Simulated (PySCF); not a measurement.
Isomers of C3H12N2OSi2. Level of theory: PySCF 2.14.0, PBE0-D3(BJ)/def2-SVP geometry optimisation, gas phase. Energies are electronic, without zero-point or thermal terms, for one conformer each. No frequencies were run at this level. Point groups hold within 0.08 Å.

**Question.** Rank from lowest to highest electronic energy at this level (kcal/mol).
A. `[CH3:1][N:2]([CH3:3])[C:4](=[O:5])[Si@@H:6]([NH2:7])[SiH3:8]` with C1–N2–C4–O5 175°, N2–C4–Si6–N7 -35°, C4–Si6–N7–H -68° and 153°
B. `[CH3:1][CH:2]([CH3:3])[O:4][SiH:5]1[NH:6][SiH2:7][NH:8]1` with C1–C2–O4–Si5 138°, C2–O4–Si5–N6 -154°

**Answer.** B (0.0), A (65.1).

As drawn, the lower has a four-membered ring and an Si–O bond, which the higher lacks; the higher has a C=O bond, a C(=O)–N unit and an Si–Si bond, which the lower lacks.

| SMILES | E (Eh) | E rel (kcal/mol) | dipole (D) | point group | A, B, C (MHz) |
| --- | --- | --- | --- | --- | --- |
| CC(C)O[SiH]1N[SiH2]N1 | -884.39798 | 0.0 | 1.04 | C1 | 3690, 715.6, 649.5 |
| CN(C)C(=O)[Si@@H](N)[SiH3] | -884.29428 | 65.1 | 3.87 | C1 | 1861, 873.9, 818.2 |

**Question.** How do the relative energies change in single points at PBE0/pcSseg-1 (no added dispersion term) on the same geometries?

**Answer.** 
```tsv
SMILES	PBE0-D3(BJ)/def2-SVP (kcal/mol)	PBE0/pcSseg-1 (kcal/mol)	shift
CC(C)O[SiH]1N[SiH2]N1	0.0	0.0	0.0
CN(C)C(=O)[Si@@H](N)[SiH3]	65.1	66.4	+1.3
```

Each column counts from its own lowest isomer. The order is unchanged; the largest shift is 1.3 kcal/mol.
